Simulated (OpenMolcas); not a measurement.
# How methods differ on BGeH3Cl2 (SMILES Cl[B](Cl)[GeH3])

BGeH3Cl2 has 7 atoms, charge 0, and is taken as a singlet. As SMILES, `Cl[B](Cl)[GeH3]`. Geometry: relaxed at PBE0-D4/def2-TZVP.

Quantity: the HOMO–LUMO gap, in eV. The values are calculated.

```
         level             kind     program  value (eV)
 SVWN5/cc-pVDZ              LDA  OpenMolcas        4.05
  BLYP/cc-pVDZ              GGA  OpenMolcas        4.18
   PBE/cc-pVDZ              GGA  OpenMolcas        4.13
revPBE/cc-pVDZ              GGA  OpenMolcas        4.17
  TPSS/cc-pVDZ         meta-GGA  OpenMolcas        4.37
 BHLYP/cc-pVDZ    global hybrid  OpenMolcas        8.46
M06-2X/cc-pVDZ  hybrid meta-GGA  OpenMolcas        8.22
B2PLYP/cc-pVDZ    double hybrid  OpenMolcas        8.72
```

All-electron rows without a relativistic Hamiltonian named are non-relativistic. The values span 4.05 to 8.72 eV. Orbital gaps aren't excitation energies, and those of double hybrids come from the SCF part alone; they tend to grow with the share of exact exchange.
